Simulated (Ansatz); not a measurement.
Saddle point of SiH₂Cl₃, doublet (SiHCl₃ ([Cl][SiH]([Cl])[Cl]) + H → SiCl₃ ([Cl][Si]([Cl])[Cl]) + H₂; bonds formed: H1–H6; bonds broken: H1–Si2), PBE0-D4/def2-TZVP structure:

H1  (-0.844, -0.595, 0.472)
Si2  (0.295, 0.209, -0.165)
Cl3  (1.076, -0.850, -1.713)
Cl4  (1.734, 0.548, 1.227)
Cl5  (-0.433, 1.979, -0.844)
H6  (-1.828, -1.292, 1.023)
(Å)

Energies are electronic, without zero-point energy. Barriers and step energies count from the start structure reached by relaxing down the imaginary mode; all methods use the PBE0-D4 structures, on which another method's saddle can fall below an end. Program: Ansatz 0.2.0. Basis: def2-TZVPP, with def2-QZVPP for the basis limit. Cores are frozen in the correlated methods; orbitals are unrestricted. B3LYP uses VWN-RPA correlation. Extrapolation: Hartree–Fock as exp(−7.88 √X), correlation as X^−2.97.

| method | barrier (eV) | step energy (eV) |
| --- | --- | --- |
| SPW92 | -0.181 | -0.645 |
| PBE-D4 | 0.007 | -0.692 |
| BLYP-D4 | -0.043 | -0.821 |
| r2SCAN-D4 | -0.029 | -0.707 |
| B97M-V | 0.074 | -0.582 |
| PBE0-D4 | ? | -0.577 |
| B3LYP-D4 | 0.028 | -0.721 |
| r2SCAN0-D4 | ? | -0.646 |
| BHLYP-D4 | 0.127 | -0.572 |
| CAM-B3LYP-D4 | 0.079 | -0.599 |
| wB97X-V | 0.212 | -0.476 |
| wB97M-V | ? | -0.504 |
| B2PLYP | 0.143 | -0.603 |
| PBE-QIDH | 0.204 | -0.459 |
| RPA on PBE | 0.250 | -0.597 |
| HF | 0.470 | -0.249 |
| MP2 | 0.290 | -0.407 |
| CCSD | 0.238 | -0.519 |
| CCSD(T) | 0.218 | -0.528 |

(1) Fill in the withheld barriers. (An estimate is asked for; the value comes from the calculation.)

No T1 diagnostic of these runs exceeds 0.012. ⟨S²⟩ of the unrestricted Hartree–Fock references: 0.75 to 0.76 (a pure state has 0.75).

Answers

(1) By the calculation: wB97M-V 0.207; PBE0-D4 0.091; r2SCAN0-D4 0.019 eV. Each is the energy of the saddle less that of the start structure, by the same method.

For comparison, the barrier by CCSD(T) at an estimated basis limit (MP2 extrapolated from triple and quadruple zeta, plus CCSD(T) − MP2 in triple zeta) is 0.201 eV.

Radical steps of this kind take place in plasma deposition and etching.

Labels in which every atom is bracketed show which atoms are joined, not bond orders.

For scale, one of the runs: CCSD(T)/def2-TZVPP, 196 basis functions (an equivalent command: `ansatz run in.yaml --threads 4`). The run took 2.5 min on 4 CPU threads (shared host), with 5.2 GiB of host memory at its peak.
